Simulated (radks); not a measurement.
Results of a calculation; reference values are marked as such.
The germanium ion Ge2+ inside a hard spherical wall (all orbitals vanish at R), configuration held at [Ar] 3d10 4s2 and not refilled when levels cross. Code: a radial shooting solver on a logarithmic mesh with Libxc functionals. Model: non-relativistic Kohn-Sham, LDA (Slater exchange, VWN5 correlation), spin-polarised, spherical densities, point nucleus. Eigenvalues in eV for spin up, with the zero of energy where the potential of the charges vanishes at infinity; a dash marks a level that is unbound or too diffuse for the functional's potential to be trusted. A positive occupied level is held by the wall or, in an anion where self-interaction has pushed it up, behind a barrier. The pressure on the wall is -dE/dV.

[
 {"R (bohr)": "free", "E (hartree)": "-2072.94827", "kinetic (hartree)": "2070.966", "e(3s)": "-182.24", "e(3p)": "-134.17", "e(3d)": "-50.345", "e(4s)": "-29.161", "e(4p, empty)": "-20.108", "e(5s, empty)": "-9.534", "pressure (GPa)": "0"},
 {"R (bohr)": "15", "E (hartree)": "-2072.94827", "kinetic (hartree)": "2070.966", "e(3s)": "-182.24", "e(3p)": "-134.17", "e(3d)": "-50.345", "e(4s)": "-29.161", "e(4p, empty)": "-20.108", "e(5s, empty)": "-9.534", "pressure (GPa)": "< 0.0001"},
 {"R (bohr)": "12", "E (hartree)": "-2072.94827", "kinetic (hartree)": "2070.966", "e(3s)": "-182.24", "e(3p)": "-134.17", "e(3d)": "-50.345", "e(4s)": "-29.161", "e(4p, empty)": "-20.108", "e(5s, empty)": "-9.530", "pressure (GPa)": "< 0.0001"},
 {"R (bohr)": "8", "E (hartree)": "-2072.94827", "kinetic (hartree)": "2070.967", "e(3s)": "-182.24", "e(3p)": "-134.17", "e(3d)": "-50.345", "e(4s)": "-29.161", "e(4p, empty)": "-20.107", "e(5s, empty)": "-9.146", "pressure (GPa)": "0.000347"},
 {"R (bohr)": "6", "E (hartree)": "-2072.94773", "kinetic (hartree)": "2070.974", "e(3s)": "-182.22", "e(3p)": "-134.14", "e(3d)": "-50.320", "e(4s)": "-29.138", "e(4p, empty)": "-20.039", "e(5s, empty)": "-6.805", "pressure (GPa)": "0.0833"},
 {"R (bohr)": "4", "E (hartree)": "-2072.89949", "kinetic (hartree)": "2071.327", "e(3s)": "-181.25", "e(3p)": "-133.18", "e(3d)": "-49.386", "e(4s)": "-27.923", "e(4p, empty)": "-17.901", "e(5s, empty)": "10.185", "pressure (GPa)": "15.1"},
 {"R (bohr)": "3.5", "E (hartree)": "-2072.80980", "kinetic (hartree)": "2071.826", "e(3s)": "-180.15", "e(3p)": "-132.08", "e(3d)": "-48.316", "e(4s)": "-26.139", "e(4p, empty)": "-15.243", "e(5s, empty)": "24.042", "pressure (GPa)": "54.8"},
 {"R (bohr)": "2.5", "E (hartree)": "-2071.81273", "kinetic (hartree)": "2076.080", "e(3s)": "-173.35", "e(3p)": "-125.34", "e(3d)": "-41.592", "e(4s)": "-10.794", "e(4p, empty)": "4.284", "e(5s, empty)": "100.17", "pressure (GPa)": "939"},
 {"R (bohr)": "2", "E (hartree)": "-2069.29749", "kinetic (hartree)": "2085.521", "e(3s)": "-162.51", "e(3p)": "-114.53", "e(3d)": "-30.122", "e(4s)": "20.708", "e(4p, empty)": "40.187", "e(5s, empty)": "212.66", "pressure (GPa)": "5340"},
 {"R (bohr)": "1.5", "E (hartree)": "-2058.47062", "kinetic (hartree)": "2123.013", "e(3s)": "-131.53", "e(3p)": "-82.611", "e(3d)": "5.517", "e(4s)": "129.16", "e(4p, empty)": "153.65", "e(5s, empty)": "512.45", "pressure (GPa)": "46200"}
]
